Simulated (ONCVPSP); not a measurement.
# Configuration tests for lithium (ONCV)

* Element: lithium (Li)
* Generator: ONCVPSP 4.0.1
* Type: optimised norm-conserving Vanderbilt (ONCV)
* Functional: PBE
* Relativity: scalar-relativistic
* Frozen core: none
* Valence charge: 3
* Reference configuration: 1s2 2s1
* Partial waves: 1s+2s: rc 1.25 bohr, ncon 4, nbas 8, qcut 9.4 1/bohr, 2 projectors; p scattering state at 0.4 Ha: rc 1.05 bohr, ncon 4, nbas 8, qcut 6.4 1/bohr, local; d scattering state at 0.09 Ha: rc 1.05 bohr, ncon 3, nbas 7, qcut 7.7 1/bohr, 3 projectors, debl 1.5 Ha
* Local potential: the p channel
* Core correction: none

Energies are relative to the spin-unpolarised reference configuration 1s2 2s1; without spin polarisation the order of configurations can differ from experiment.

```tsv
valence configuration	charge	ΔE all-electron (eV)	error AE − PS (meV)
1s2 2s0.5	+0.5	2.049	+0.1
1s2 2s0 2p1	0	1.787	+0.4
1s1 2s1	+1	68.407	+1200
```

Task: What are ΔE and the potential's error for 1s2 2s0?

Result: ΔE = 5.296 eV all-electron; the error (AE − PS) is +0.4 meV.
